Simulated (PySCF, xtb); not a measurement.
ZrI₃, SMILES [Zr+]([I])([I])[I], charge +1, multiplicity 1.

Harmonic wavenumbers (cm⁻¹) from GFN2-xTB run with xtb at its own minimum, in rising order: 45, 45, 51, 230, 275, 275.

Problem. What does PBE-D3(BJ)/def2-SVP (PySCF) give at its own minimum? (Estimate from the structure and the level; the computed values follow.)

Solution. 57, 57, 61, 220, 277, 277. Paired by order, the mean absolute difference is 8 cm⁻¹ and the zero-point energies are 1.3 and 1.4 kcal/mol.
